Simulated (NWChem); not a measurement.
# C2H4F2 cation, doublet; SMILES of the neutral closed-shell parent CC(F)F

```xyz
8

C      0.0009     1.5652    -0.1656
C     -0.0003    -0.2172     0.3615
F     -1.0867    -0.7064    -0.1359
F      1.0845    -0.7082    -0.1372
H     -0.0018     1.4120    -1.2462
H     -0.9269     1.9193     0.2838
H      0.9316     1.9166     0.2796
H      0.0005    -0.0409     1.4501
```
Atoms are numbered in this order, from 1.

Results from NWChem. Pople sets run with spherical d functions. Spin-unrestricted. Structure relaxed at the B3LYP/6-31G* (spherical d), spin-unrestricted level. The spin multiplicity was typed, not searched, and may not be the lowest. No stability test was run on the SCF state. Atomic charges in e: unrestrained fits to the electrostatic potential beside Mulliken populations; buried atoms are poorly determined by the fit.

For level UHF/6-31G*:

- Mulliken C1 = -0.49
- Mulliken C2 = 0.71
- Mulliken F3 = -0.26
- Mulliken F4 = -0.26

How do the values read with level B3LYP/def2-SVP instead?


| Quantity | Value |
|---|---|
| Mulliken C1 | -0.02 |
| Mulliken C2 | 0.37 |
| Mulliken F3 | -0.01 |
| Mulliken F4 | -0.01 |
